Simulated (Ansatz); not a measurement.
CH4FGaTe (`[CH3][Ga]([F])[TeH]`), 8 atoms. Total charge 0; spin multiplicity 1. Correlated methods include outer-core shells of Ga, Te, which these sets cover unevenly. Scalar relativity is left out up to krypton. Te: def2 effective core potential. All runs use 4 threads of an Intel Xeon Platinum 8259CL on a shared host. Correlated methods freeze the cores.

Question: How many basis functions does each run have, and how long does it take in Ansatz? RKS ωB97M-V/def2-QZVPP energy; RKS PBE0-D4/def2-QZVPP energy; RKS SPW92 (LDA)/def2-TZVPP energy; direct RPA on PBE orbitals/def2-TZVPP energy; RKS PBE-QIDH (frozen core)/def2-TZVPP energy; RKS PBE0-D4/def2-TZVP frequencies; RKS ωB97M-V/def2-SVP energy; RKS r2SCANh-D4/def2-TZVPP energy; RHF-CCSD(T)/def2-SVP energy; RKS PBE0-D4/def2-TZVPP energy; RHF-CCSD(T)/def2-TZVPP energy; RKS PBE0-D4/def2-TZVP relaxation (23 steps). (An estimate is asked.)

Answer: Ansatz gave: Other jobs shared the machine, so times are rough.

```json
{"level": "RKS SPW92 (LDA)/def2-TZVPP", "job": "energy", "functions": "216", "wall time": "1.1 s", "peak host memory (GiB)": "0.28"}
{"level": "RKS PBE0-D4/def2-TZVPP", "job": "energy", "functions": "216", "wall time": "2.7 s", "peak host memory (GiB)": "0.66"}
{"level": "RKS r2SCANh-D4/def2-TZVPP", "job": "energy", "functions": "216", "wall time": "4 s", "peak host memory (GiB)": "0.67"}
{"level": "direct RPA on PBE orbitals/def2-TZVPP", "job": "energy", "functions": "216", "wall time": "4.4 s", "peak host memory (GiB)": "0.54"}
{"level": "RKS ωB97M-V/def2-SVP", "job": "energy", "functions": "106", "wall time": "4.7 s", "peak host memory (GiB)": "0.38"}
{"level": "RKS PBE-QIDH (frozen core)/def2-TZVPP", "job": "energy", "functions": "216", "wall time": "5.5 s", "peak host memory (GiB)": "0.6"}
{"level": "RHF-CCSD(T)/def2-SVP", "job": "energy", "functions": "106", "wall time": "7 s", "peak host memory (GiB)": "0.55"}
{"level": "RKS PBE0-D4/def2-QZVPP", "job": "energy", "functions": "405", "wall time": "7.5 s", "peak host memory (GiB)": "1.5"}
{"level": "RKS ωB97M-V/def2-QZVPP", "job": "energy", "functions": "405", "wall time": "16 s", "peak host memory (GiB)": "1.8"}
{"level": "RKS PBE0-D4/def2-TZVP", "job": "relaxation (23 steps)", "functions": "184", "wall time": "75 s", "peak host memory (GiB)": "0.53"}
{"level": "RHF-CCSD(T)/def2-TZVPP", "job": "energy", "functions": "216", "wall time": "110 s", "peak host memory (GiB)": "3.7"}
{"level": "RKS PBE0-D4/def2-TZVP", "job": "frequencies", "functions": "184", "wall time": "2.1 min", "peak host memory (GiB)": "0.54"}
```
